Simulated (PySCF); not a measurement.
# Working out the ionisation energy of Cl⁺

Cl⁺ [Ne] 3s2 3p4 (3P) → Cl²⁺ [Ne] 3s2 3p3 (4S). Computed with PySCF 2.14 in cc-pV(D+d)Z (4s3p2d, 23 functions), with the non-relativistic Hamiltonian (point nucleus). Frozen: [Ne]. Energies in hartree (1 hartree = 27.21139 eV):

```tsv
part	Cl⁺ (lower)	Cl²⁺ (upper)
UHF	-459.037293	-458.208165
CCSD correlation	-0.111542	-0.094742
(T)	-0.001334	-0.000981
```

Question: What does Hartree-Fock give?

Answer: (-458.208165) − (-459.037293) = 0.829128 hartree = 22.562 eV.

Question: What do CCSD and CCSD(T) give?

Answer: The CCSD correlation energies differ by 0.016800 hartree = 0.457 eV and the triples by 0.000353 hartree = 0.010 eV, so CCSD gives 23.019 eV and CCSD(T) 23.029 eV.

Measured between the centres of the two terms (NIST): 23.771 eV, so CCSD(T) (valence) is off by -0.742 eV.

What remains against the reference includes basis incompleteness, the frozen core and higher excitations.
